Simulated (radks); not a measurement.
The numbers below are computed, except where a source is named.
The table gives one normalised radial function P(r) = r R(r) of Zr3+ in [Kr] 4d1 (r in bohr). Level of theory: scalar-relativistic Kohn-Sham, SCAN, spin-unpolarised, spherical densities, finite nucleus; meta-GGA in the generalised Kohn-Sham scheme; Fermi nuclear charge, rms radius 4.2694 fm (a radial shooting solver on a logarithmic mesh with Libxc functionals).

| r | P |
|---|---|
| 0.005566 | 0.1266 |
| 0.008303 | 0.1641 |
| 0.01249 | 0.1990 |
| 0.01863 | 0.2122 |
| 0.02801 | 0.1740 |
| 0.04212 | 0.0504 |
| 0.06284 | -0.1520 |
| 0.0945 | -0.3367 |
| 0.1421 | -0.2763 |
| 0.212 | 0.1361 |
| 0.3188 | 0.5428 |
| 0.4756 | 0.2796 |
| 0.7153 | -0.5869 |
| 1.076 | -1.0561 |
| 1.605 | -0.6984 |
| 2.413 | -0.1911 |
| 3.629 | -0.0169 |
| 5.413 | -0.0003 |

Which n and l does it have? It may be an empty orbital.

Answer. n = 4, l = 0: the number of nodes gives n - l - 1 = 3, the rise at small r (about r^(l+1), flatter next to the nucleus through relativity) gives l, and the extent must fit the shell. The curve is that of 4s. 4s: eigenvalue -83.181 eV, 3 radial nodes at r = 0.0471, 0.190, 0.550 bohr, <r> = 1.21 bohr, 90 % of the charge inside 1.75 bohr.
